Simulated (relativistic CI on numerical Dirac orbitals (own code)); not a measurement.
## Forbidden transitions in Er²⁹⁺

Method of calculation: Dirac-Coulomb-Breit CI, separate exchange-only KLI orbitals for each configuration, a model potential for QED, unscaled Slater integrals (own radial code, finite nucleus).

Configurations in the expansion (outside the closed core [Ar] 3d10): 4s2 4p6 4d3, 4s2 4p5 4d4, 4s2 4p6 4d2 4f, 4s 4p6 4d4, 4s2 4p5 4d3 4f, 4s 4p6 4d3 4f, 4s2 4p6 4d2 5s, 4s2 4p6 4d 4f 5s, 4s2 4p6 4d2 5p, 4s2 4p6 4d2 5d, 4s2 4p5 4d3 5s, 4s2 4p6 4d2 5f, 4s2 4p6 4d 5s 5p, 4s2 4p5 4d3 5p, 4p6 4d4 4f, 4s2 4p6 4d2 5g, 4s 4p6 4d2 4f 5s, 4s2 4p6 4d2 6s, 4s 4p6 4d3 5s, 4s2 4p6 4d2 6p, 4s2 4p6 4d2 6f, 4s2 4p6 4d2 7p, 4s2 4p6 4d 4f2, 4s2 4p6 4f3, 4s2 4p5 4d 4f3, 4s 4p6 4d 4f3, 4s2 4p6 4f2 5s, 4s2 4p6 4d 5s2, 4s2 4p6 4f 5s2, 4s2 4p5 4d 4f 5s2, 4s 4p6 4d 4f 5s2, 4s2 4p6 4d 5p2, 4s2 4p6 4f 5p2, 4s2 4p5 4d 4f 5p2, 4s 4p6 4d 4f 5p2, 4s2 4p6 5s 5p2. Double excitations out of closed p, d and f shells are left out; levels of such configurations are missing from the list, as are those of other unlisted configurations, and high levels can miss mixing partners. These lack a partner that the ground configuration has and come out too high: 4s2 4p6 4d2 5p, 4s2 4p6 4d2 5d, 4s2 4p5 4d3 5s, 4s2 4p6 4d2 5f, 4s2 4p5 4d3 5p.

```
λ vac (nm)                      Lower                          Upper  Type   A (s⁻¹)        gf  Branching (%)
    7.3834   4s2 4p6 4d3 2H_11/2 [12]  4s2 4p6 4d2 4f 4I°_15/2 [152]    M2  9.16e+03  1.20e-07           78.1
    7.7883  4s2 4p5 4d4 4I°_15/2 [49]   4s2 4p5 4d3 4f 6K_19/2 [378]    M2  7.38e+03  1.34e-07           96.9
    49.083     4s2 4p6 4d3 4F_5/2 [2]        4s2 4p6 4d3 2D_3/2 [17]    M1  5.14e+03  7.43e-07           21.0
    52.295     4s2 4p6 4d3 4P_5/2 [7]        4s2 4p6 4d3 2D_5/2 [19]    M1  3.03e+03  7.45e-07            6.5
    55.817     4s2 4p6 4d3 4F_7/2 [8]        4s2 4p6 4d3 2D_5/2 [19]    M1  6.83e+03  1.91e-06           14.6
    64.542    4s2 4p6 4d3 2D_3/2 [10]        4s2 4p6 4d3 2D_5/2 [19]    M1  1.29e+04  4.83e-06           27.5
    73.509    4s2 4p6 4d3 2D_5/2 [13]        4s2 4p6 4d3 2D_5/2 [19]    M1  7.85e+03  3.82e-06           16.7
    74.200     4s2 4p6 4d3 4F_7/2 [4]        4s2 4p6 4d3 2F_7/2 [15]    M1  2.56e+03  1.69e-06           34.4
    77.101     4s2 4p6 4d3 2G_9/2 [5]        4s2 4p6 4d3 2F_7/2 [15]    M1  3.01e+03  2.15e-06           40.4
    77.813    4s2 4p6 4d3 2D_3/2 [10]        4s2 4p6 4d3 2D_3/2 [18]    M1  8.36e+03  3.04e-06           29.3
    78.576     4s2 4p6 4d3 4F_7/2 [4]        4s2 4p6 4d3 2F_5/2 [14]    M1  4.87e+03  2.71e-06           52.6
    81.507    4s2 4p6 4d3 2F_5/2 [14]        4s2 4p6 4d3 2D_5/2 [19]    M1  9.57e+03  5.72e-06           20.4
    82.717     4s2 4p6 4d3 4F_5/2 [2]        4s2 4p6 4d3 2D_3/2 [10]    M1  8.42e+03  3.45e-06           29.6
    83.820     4s2 4p6 4d3 4P_3/2 [3]        4s2 4p6 4d3 2D_5/2 [13]    M1  7.36e+03  4.65e-06           62.7
    83.944     4s2 4p6 4d3 4P_5/2 [7]        4s2 4p6 4d3 2D_3/2 [17]    M1  9.91e+03  4.19e-06           40.5
    91.229    4s2 4p6 4d3 2D_5/2 [13]        4s2 4p6 4d3 2D_3/2 [18]    M1  1.15e+04  5.74e-06           40.3
    92.751  4s2 4p5 4d4 4H°_13/2 [41]      4s2 4p5 4d4 2K°_15/2 [79]    M1  5.13e+03  1.06e-05           40.0
    96.388     4s2 4p6 4d3 2G_9/2 [5]       4s2 4p6 4d3 2H_11/2 [12]    M1  5.12e+03  8.56e-06           97.6
    96.630     4s2 4p6 4d3 4F_7/2 [8]        4s2 4p6 4d3 2G_9/2 [16]    M1  1.48e+04  2.07e-05           55.0
    99.598     4s2 4p6 4d3 4P_3/2 [3]        4s2 4p6 4d3 2D_3/2 [10]    M1  1.62e+04  9.63e-06           56.9
    103.44     4s2 4p6 4d3 4F_5/2 [2]         4s2 4p6 4d3 4F_7/2 [8]    M1  1.64e+04  2.11e-05           81.5
    104.97     4s2 4p6 4d3 4P_1/2 [6]        4s2 4p6 4d3 2P_1/2 [11]    M1  1.61e+04  5.31e-06           94.1
    106.59     4s2 4p6 4d3 4F_9/2 [9]        4s2 4p6 4d3 2G_9/2 [16]    M1  1.09e+04  1.86e-05           40.6
    108.20  4s2 4p5 4d4 4I°_15/2 [49]      4s2 4p5 4d4 2K°_15/2 [79]    M1  5.59e+03  1.57e-05           43.7
    113.97     4s2 4p6 4d3 4F_3/2 [1]         4s2 4p6 4d3 4P_3/2 [3]    M1  7.79e+03  6.07e-06           98.9
    124.27     4s2 4p6 4d3 4F_7/2 [4]         4s2 4p6 4d3 4F_9/2 [9]    M1  4.58e+03  1.06e-05           40.1
    132.63     4s2 4p6 4d3 2G_9/2 [5]         4s2 4p6 4d3 4F_9/2 [9]    M1  6.83e+03  1.80e-05           59.8
    141.25     4s2 4p6 4d3 4F_7/2 [4]         4s2 4p6 4d3 4F_7/2 [8]    M1  3.73e+03  8.92e-06           18.5
    145.91     4s2 4p6 4d3 4P_5/2 [7]        4s2 4p6 4d3 2F_5/2 [14]    M1  3.24e+03  6.20e-06           34.9
    148.70     4s2 4p6 4d3 4F_3/2 [1]         4s2 4p6 4d3 4F_5/2 [2]    M1  8.77e+03  1.74e-05          100.0
```

Terms are leading LS components. Brackets give the number of a level in order of energy, since labels repeat. The list gives strong lines, with weight on those to low levels, among the lowest 400 of 9541 levels, so that lines to higher ones, which can be the strongest, are missing. Levels whose partners in the same complex of configurations lie outside the list can be far off, and so can their lines. Rates are taken at the computed energies, electric ones in the length gauge.

At this charge energies of transitions that change n are usually good to better than 1 %, and those within a shell (Δn = 0) to a few per cent. Terms inside the open d or f shell come out 10 to 20 % too wide with unscaled integrals.

LS names give the leading component of a level, which can be under half, so a name can repeat, a term be missing and a line seem to break the LS rules.
